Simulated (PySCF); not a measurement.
CH2Cl, charge +1, multiplicity 1.

```xyz
4

C      0.0000     0.0000     1.0411
Cl     0.0000     0.0000    -0.5527
H      0.0000     0.9502     1.5743
H      0.0000    -0.9502     1.5743
```
Charge +1, spin multiplicity 1.

Coordinates come from a B3LYP-D3(BJ)/def2-TZVP optimisation. The spin state was assumed, not searched. The isomer is the one that the SMILES or the coordinates give; other isomers of the formula were not compared.

These are PBE/pcSseg-2 (PySCF) values and carry that method's errors. Non-relativistic, no solvent.

Computed absolute GIAO shielding of each atom: isotropic value and principal components (ppm):
| atom | σ(iso) | σ11 | σ22 | σ33 | span |
|---|---|---|---|---|---|
| C1 | -150.7 | -335.5 | -263.8 | 147.3 | 482.8 |
| Cl2 | -388.0 | -1528.7 | -534.8 | 899.5 | 2428.2 |
| H3 | 18.6 | 10.6 | 20.5 | 24.8 | 14.1 |
| H4 | 18.6 | 10.6 | 20.5 | 24.8 | 14.1 |
